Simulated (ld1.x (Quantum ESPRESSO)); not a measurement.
**Bi: one change to a TM potential, before and after**

ld1.x (Quantum ESPRESSO) 7.5 input, shortened:

```
&input
   title='Bi', zed=83., rel=2, dft='PBESOL', iswitch=3,
   config='[Xe] 4f14 5d10 6s2 6p2', rel_dist='average'
 /
 &inputp
   pseudotype=2, tm=.true., lloc=0,
   nlcc=.true., new_core_ps=.true., rcore=1.20
 /
3
6P  2  1   2.00   0.00  2.40  2.40  0.0
5D  3  2  10.00   0.00  1.25  1.25  0.0
6S  1  0   2.00   0.00  1.85  1.85  0.0
 &test
   configts(1)='5d10 6s2 6p2'
 /
```

Open shells are filled in proportion to 2j + 1 (rel_dist='average').

Change: all radii but the core radius scaled by about 1.38 (s 2.56, p 3.32, d 1.72 bohr).

Cutoffs: the cutoffs (Ry, on a coarse ladder) from which the occupation-weighted sum of valence levels, in a spherical-Bessel basis at the reference potential, stays within 10 and 1 mRy of its value at 400 Ry; they do not see the model core or the augmentation charge, which bear on the density cutoff. Errors are all-electron minus pseudo energies relative to the spin-unpolarised reference configuration.

Task: What does the change do?

Result: The potential gets softer (90 Ry and 110 Ry → 60 Ry and 90 Ry); of the 7 tests that both files solve, the error grows in 5 and shrinks in 1 by more than 15 % and 0.3 meV (median size 1.8 → 4.8 meV); neither file shows a bound ghost. A larger radius leaves more room for a smooth pseudo-wave, so fewer plane waves are needed.

| quantity | base | changed |
| --- | --- | --- |
| cutoff, loose | 90 Ry | 60 Ry |
| cutoff, tight | 110 Ry | 90 Ry |
| loose cutoff by channel (10 mRy a level) | p 12 Ry, d 50 Ry, s 21 Ry | p 6 Ry, d 50 Ry, s 10 Ry |
| bound ghosts | none | none |
| error for 5d10 6s2 6p3, meV [ΔE -8.10 eV] | +1.0 | +1.3 |
| error for 5d10 6s2 6p1, meV [ΔE 15.47 eV] | +0.1 | -4.8 |
| error for 5d10 6s2 6p0, meV [ΔE 39.05 eV] | -6.9 | -50 |
| error for 5d9 6s2 6p3, meV [ΔE 25.07 eV] | -227 | -88 |
| error for 5d10 6s1 6p0, meV [ΔE 84.51 eV] | -21 | -143 |
| error for 5d10 6s2 6p2.5, meV [ΔE -4.91 eV] | +0.3 | +0.2 |
| error for 5d10 6s2 6p3.3, meV [ΔE -9.24 eV] | +1.8 | +2.7 |
